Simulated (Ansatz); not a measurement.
A structure relaxed at PBE0-D4/def2-TZVP, charge 0, multiplicity 1:

```tsv
atom	x (Å)	y (Å)	z (Å)
N1	1.4948	1.2308	-1.0663
Al2	1.4404	-0.3422	-0.2608
C3	-0.0251	-0.6956	0.9736
Ge4	-1.7832	-0.2137	0.2745
H5	0.8167	1.9667	-0.9504
H6	2.2077	1.5157	-1.7181
H7	2.5867	-1.3810	-0.6081
H8	0.1212	-0.1182	1.8938
H9	-0.0445	-1.7510	1.2607
H10	-1.8294	1.2947	-0.0433
H11	-2.0719	-0.9807	-1.0315
H12	-2.9134	-0.5255	1.2759
```

(1) Give its formula and SMILES.

(2) Summarise the bond lengths by kind.

## Answers

(1) CH8AlGeN, `[NH2][AlH][CH2][GeH3]`.

(2) 1 × Al–N 1.768 Å; 2 × H–N 1.007 Å; 1 × Al–C 1.948 Å; 1 × Al–H 1.585 Å; 1 × C–Ge 1.952 Å; 2 × C–H 1.094 to 1.096 Å; 3 × Ge–H 1.542 Å.

Results of the Gaussian-basis code of Ansatz.
